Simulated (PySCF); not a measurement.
**[La(H2S)]3+ at several levels of theory**

Computed with PySCF 2.14.0 (density fitting, no spin-orbit coupling) at the geometry relaxed with BP86:

```xyz
4
[La(H2S)]3+ (singlet)
La    0.0000   -0.0010   -0.5597
S     0.0000   -0.0103    2.3786
H     1.0482    0.7382    2.9039
H    -1.0482    0.7382    2.9039
```

```tsv
level	basis	state	HOMO (eV)	gap (eV)	charge on La1 (e)	population of f-type functions on La1 (polarisation alone where 4f lies in the core)	dipole about the centre of mass (D)	largest force component (eV/Å)
BP86	La lcecp-1-SVP with ECP46, S def2-SVP, H def2-SVP	singlet	-22.50	2.24	2.37	0.01	1.90	0.01
TPSS	the same	singlet	-22.42	2.37	2.40	0.01	1.78	0.27
B3LYP	the same	singlet	-23.15	3.50	2.40	0.01	1.70	0.31
CAM-B3LYP	the same	singlet	-24.49	6.19	2.44	0.01	1.67	0.45
BLYP	the same	singlet	-22.23	2.04	2.35	0.01	1.89	0.15
BP86	La x2c-SVPall, S x2c-SVPall, H x2c-SVPall	singlet	-22.66	2.10	2.34	0.04	2.00	0.24
```

In the lcecp rows the 4f levels are missing from HOMO and gap, and the state counts the valence alone.

Charges are Mulliken's, which hang on the basis. The relaxation used the grid (50, 194), these runs (75, 302) or, all-electron (x2c bases, spin-free X2C Hamiltonian), (99, 590).

Q: What does BP86 with La lcecp-1-TZVP with ECP46, S def2-TZVP, H def2-TZVP give here?

A: state singlet, HOMO (eV) -22.42, gap (eV) 2.23, charge on La1 (e) 2.42, population of f-type functions on La1 (polarisation alone where 4f lies in the core) 0.02, dipole about the centre of mass (D) 1.75, largest force component (eV/Å) 0.27. Time: 4.6 s on 2 threads of Arm Neoverse V2 (shared host), from free ions and atoms.

In the first row's basis the gap widens with exact exchange: 2.0 to 2.4 eV for BLYP, BP86, TPSS (none); 3.5 eV for B3LYP (a fixed share); 6.2 eV for CAM-B3LYP (rising or full at long range).
